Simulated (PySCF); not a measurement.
Static response to an electric field

Species: C6H4N2.
Geometry (PBE0-D3(BJ)/def2-SVP, Å), atoms numbered from 1 in this order:
```xyz
12
C6H4N2 angstrom
N      3.4531    0.8181   -0.2160
C      2.3422    0.4882   -0.1924
C      0.9722    0.0787   -0.1633
C     -0.0647    1.0209   -0.1468
C     -1.3734    0.5583   -0.1182
C     -1.5933   -0.8200   -0.1072
N     -0.6140   -1.7208   -0.1229
C      0.6368   -1.2862   -0.1503
H      0.1629    2.0887   -0.1563
H     -2.2150    1.2531   -0.1043
H     -2.6160   -1.2132   -0.0844
H      1.4315   -2.0400   -0.1630
```

Level: CAM-B3LYP/def2-SVPD (PySCF), static field, nuclei fixed, core orbitals frozen in the response. The polarisability tensor in these axes (au):

```
x   111.49   8.40  -1.38
y     8.40  79.17  -0.33
z    -1.38  -0.33  45.05
```

Question: What are the eigenvalues, a third of the trace, and Δα (Δα² = ½Σ(αi − αj)² over the three pairs)?

Answer: Principal values 45.02, 77.11 and 113.58 au; mean 78.57 au = 11.64 Å³ = 12.95 × 10⁻⁴⁰ C²·m²/J; Δα = 59.41 au (76 % of the mean).

Question: What is the dipole moment, and where does it point?

Answer: (-3.92, 0.94, 0.07) D, 4.03 D in size, pointing from the negative to the positive side. Measured along this direction, the outermost atoms are N1 at the negative end and H10 at the positive end.

Question: How large is μ²/3kT at 400 K beside α?

Answer: In Gaussian units μ²/3kT = 98.24 Å³ against 11.64 Å³, a ratio of 8.44; the Debye molar polarisation (4π/3)N_A(α + μ²/3kT) is 277.2 cm³/mol, leaving out the vibrational part.

Question: Give the eigenvalues of the traceless quadrupole moment Θ = ½Σq(3rr − r²1), origin at the centre of nuclear charge.

Answer: -14.39, 3.01, 11.38 D·Å. The values depend on the origin, since the dipole doesn't vanish. The electronic extent ⟨r²⟩ about the same centre is 890 bohr², a root-mean-square distance of 2.15 Å for the 54 electrons.

Question: Directions of the eigenvectors, and the extent of the frame along each?

Answer: Largest value along (0.97, 0.24, -0.02), where the nuclei span 6.38 Å; middle along (-0.24, 0.97, 0.00), 4.31 Å; least along (0.02, 0.00, 1.00), 0.00 Å. The response follows the extents in order.

Isolated species at its PBE0-D3(BJ)/def2-SVP geometry, gas phase.
